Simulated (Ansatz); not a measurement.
Ansatz (an electronic-structure program) input (CCSD(T)/def2-QZVPPD):
A basis named .json is the Basis Set Exchange file of that set.

Ansatz 0.2 input:
```yaml
crystal:
  periodic: [false, false, false]
  atoms:
    - {symbol: Pb, position_ang: [-0.00000000, -0.00000000, -0.20489551]}
    - {symbol: F, position_ang: [0.00000000, 0.00000000, 1.86682576]}
basis:
  gaussian:
    orbitals: def2-QZVPPD.json
total_charge: 1
magnetization: {spin_polarized: false}
correlation: {method: ccsd_t, electrons: outside_noble_gas}
```

Output:

```
Functional definition: HF
integrals: 0.38 GiB planned
922 factors; integrals over basis functions are off by at most 1.3e-3 eV
mean field: 0.42 GiB planned
mean field evaluation 1: about -7910.1447 eV, gradient 8.5e1 eV
mean field evaluation 2: about -7910.1488 eV, gradient 8.5e1 eV
mean field evaluation 4: about -7921.0194 eV, gradient 1.0e1 eV
mean field evaluation 8: about -7921.3284 eV, gradient 3.7e-1 eV
mean field evaluation 16: about -7910.1447 eV, gradient 8.5e1 eV
mean field -7921.32954680 eV, -291.1034915750 hartree, gradient 2.3e-6 eV, S^2 0.000000; 0 other end points of the search recorded, 0 dependent functions left out
10 core orbitals not correlated, not the lowest: weight in the atoms' cores, before any rotation towards them, 0.952 or more for the frozen orbitals, at most 0.042 for the correlated occupied ones
reference -7921.32954680 eV, -291.1034915750 hartree; 5, 5 occupied and 139, 139 virtual orbitals, 922 factors
second order -9.29815109 eV of doubles, -0.00000000 eV of singles
coupled cluster: 0.67 GiB planned
cycle   1  -8.88047138 eV  change    4.2e-1 eV  update   1.1e-1
cycle   2  -9.14720718 eV  change   -2.7e-1 eV  update   5.6e-2
cycle   3  -9.23566382 eV  change   -8.8e-2 eV  update   2.3e-2
cycle   4  -9.23056130 eV  change    5.1e-3 eV  update   8.5e-3
cycle   5  -9.22249322 eV  change    8.1e-3 eV  update   3.9e-3
cycle   6  -9.22384437 eV  change   -1.4e-3 eV  update   1.7e-3
cycle   7  -9.22445151 eV  change   -6.1e-4 eV  update   5.0e-4
cycle   8  -9.22422960 eV  change    2.2e-4 eV  update   1.9e-4
cycle   9  -9.22417145 eV  change    5.8e-5 eV  update   7.5e-5
cycle  10  -9.22423605 eV  change   -6.5e-5 eV  update   2.9e-5
cycle  11  -9.22419600 eV  change    4.0e-5 eV  update   1.1e-5
cycle  12  -9.22419174 eV  change    4.3e-6 eV  update   4.2e-6
perturbative correction -0.35867231 eV, -0.0131809642 hartree
Total energy: -7930.91241085 eV, -291.4556553332 hartree
```

This state (charge 1, singlet) is run at the relaxed geometry of the species with charge 0 and multiplicity 2.
